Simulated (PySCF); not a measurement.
Isomers of C6H16O2Si, one GFN2-xTB conformer each. Single-point energies are computed at PBE0/pcSseg-1 (PySCF, gas phase, no added dispersion term), electronic only.

Question: Rank them by PBE0/pcSseg-1 energy, lowest first (kJ/mol).
A. `[CH3:1][CH2:2][O:3][Si:4]([CH3:5])([CH3:6])[O:7][CH2:8][CH3:9]` with C1–C2–O3–Si4 173°, C2–O3–Si4–C5 61°, O3–Si4–O7–C8 52°, Si4–O7–C8–C9 -167°
B. `[CH3:1][CH2:2][O:3][Si@H:4]([OH:5])[C:6]([CH3:7])([CH3:8])[CH3:9]` with C1–C2–O3–Si4 -173°, C2–O3–Si4–O5 -51°, O3–Si4–O5–H -172°

Answer: A (0.0), B (26.9).

As drawn, the higher has an O–H bond, which the lower lacks. GFN2-xTB itself gives, in the same order: 54.7, 0.0. GFN2-xTB puts CCO[Si@H](O)C(C)(C)C lowest instead.

Question: Which frontier levels, dipoles and rotational constants go with these structures?

Answer: 
| SMILES | HOMO (eV, PBE0/pcSseg-1) | LUMO (eV) | dipole (D) | A, B, C (MHz) |
| --- | --- | --- | --- | --- |
| CCO[Si](C)(C)OCC | -7.54 | 1.21 | 1.36 | 1537, 835.7, 676.8 |
| CCO[Si@H](O)C(C)(C)C | -7.51 | 0.94 | 0.91 | 2094, 831.0, 708.6 |

Question: As an exercise, what shares would exp(−E/RT) give at 2000 K from these electronic energies alone (no entropy, no degeneracies)?

Answer: RT = 16.629 kJ/mol: CCO[Si](C)(C)OCC 83.4 %, CCO[Si@H](O)C(C)(C)C 16.6 %.
